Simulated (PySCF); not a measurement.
Working out the excitation energy of N⁺

N⁺ [He] 2s2 2p2 (3P) → N⁺ [He] 2s1 2p2 3d1 (high-spin determinant). All numbers are calculated (PySCF 2.14, the spin-free X2C one-electron Hamiltonian (Gaussian nucleus), in aug-cc-pVTZ-DK (5s4p3d2f, 46 functions)). Frozen: 1s2. Energies in hartree (1 hartree = 27.21139 eV):

```json
{"part": "UHF", "N⁺ (lower)": "-53.919912", "N⁺ (upper)": "-52.824802"}
{"part": "CCSD correlation", "N⁺ (lower)": "-0.092926", "N⁺ (upper)": "-0.027228"}
{"part": "(T)", "N⁺ (lower)": "-0.001631", "N⁺ (upper)": "-0.001809"}
```

Question: What does Hartree-Fock give?

Answer: (-52.824802) − (-53.919912) = 1.095110 hartree = 29.799 eV.

Question: What do CCSD and CCSD(T) give?

Answer: The CCSD correlation energies differ by 0.065698 hartree = 1.788 eV and the triples by -0.000178 hartree = -0.005 eV, so CCSD gives 31.587 eV and CCSD(T) 31.582 eV.

One determinant mixes LS terms, so it does not stand for a single term.

The upper state lies above the first ionisation limit, but in LS coupling its spin forbids autoionisation to the ground ion. A Rydberg-like electron needs more diffuse functions than a valence basis has.

The coupled-cluster amplitudes are large, so a single reference is strained.
